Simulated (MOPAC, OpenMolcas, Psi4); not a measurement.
# How methods differ on B2NH2OF (SMILES OB1NB1F)

The species is B2NH2OF (7 atoms), meant as a singlet with charge 0. SMILES: `OB1NB1F`. The coordinates come from a PBE0-D4/def2-TZVP relaxation. This is one conformer, not always the lowest.

Each level gives the HOMO–LUMO gap (eV). The values are calculated.

```
                             level                    kind     program  value (eV)   CPU time
                               PM7          semi-empirical       MOPAC        8.99  under 2 s
                       HF/def2-SVP            Hartree–Fock  OpenMolcas       14.70       12 s
                    SVWN5/def2-SVP                     LDA  OpenMolcas        5.10       37 s
                   revPBE/def2-SVP                     GGA  OpenMolcas        5.30       48 s
                     TPSS/def2-SVP                meta-GGA  OpenMolcas        5.57       62 s
                     PBE0/def2-SVP           global hybrid  OpenMolcas        7.66       42 s
wB97X-D/def2-SVP (density fitting)  range-separated hybrid        Psi4       11.48       12 s
                   B2PLYP/def2-SVP           double hybrid  OpenMolcas       10.35       31 s
```

The values span 5.10 to 14.70 eV. Orbital gaps aren't excitation energies, and those of double hybrids come from the SCF part alone; they tend to grow with the share of exact exchange. CPU times are rough (shared hosts, several kinds of processor): they show what a rung costs within a factor of a few.
